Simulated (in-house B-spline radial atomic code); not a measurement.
The numbers below are computed, except where a source is named.
Two electrons in InAs: a Gaussian well −V exp(−r²/w²) with V = 57.5 meV and w = 123 nm

For InAs the NSM archive of the Ioffe Institute lists m* = 0.023 m0 and ε = 15.15. In so narrow a gap the band flattens within tens of meV, so real spacings are smaller, by up to some tenths.

Effective-mass model with parabolic bands, a uniform dielectric constant, no image charges, no central-cell or spin-orbit terms. Two-electron levels come from full CI in B-splines with partial waves to l = 5 (up to 0.001 effective hartree above the limit).

(1) What are the effective units, and what is the potential in them?

In these units the lowest s and p orbitals lie at -18.4081 and -16.6659, and their Coulomb and exchange integrals are J_ss = 1.0556, J_sp = 0.8721 and K_sp = 0.1727. Full CI gives -35.8313 for the ground singlet, -34.3921 for the sp triplet, -34.0996 for the sp singlet and -32.7675 for the lowest triplet of two s orbitals.

(2) What does it cost to add the second electron, to first order and exactly?

(3) How far above the singlet do the triplets lie?

Results:

(1) Ha* = 27211.386 meV × 0.023/15.15² = 2.727 meV and a* = 0.0529177 nm × 15.15/0.023 = 34.86 nm. V = 21.1 Ha* and w = 3.52 a*.

(2) To first order E = 2ε_s + J_ss = -35.7606, so the charging energy E(2) − 2E(1) is J_ss = 2.879 meV. CI gives -35.8313 − 2 × (-18.4081) = 0.9849, or 2.686 meV: relaxation and correlation lower it by 0.1928 meV, 6.7 % of J_ss. The s² configuration of one-electron orbitals holds 98.4 % of the state, and the mean radius is 31.4 nm. The second electron is bound by ε_s − E = 47.51 meV, against 50.2 meV for the first.

(3) To first order the sp triplet lies at ε_s + ε_p + J_sp − K_sp = -34.3746, which is 3.779 meV above 2ε_s + J_ss. CI gives -34.3921 − (-35.8313) = 1.4392, or 3.925 meV, 83 % of the orbital spacing of 4.751 meV. The ss triplet lies 8.354 meV up, so the lower of the two is the sp one, and its gap equals k_BT at 45.5 K. The sp singlet-triplet splitting is 0.7976 meV, against 2K_sp = 0.9419 meV.
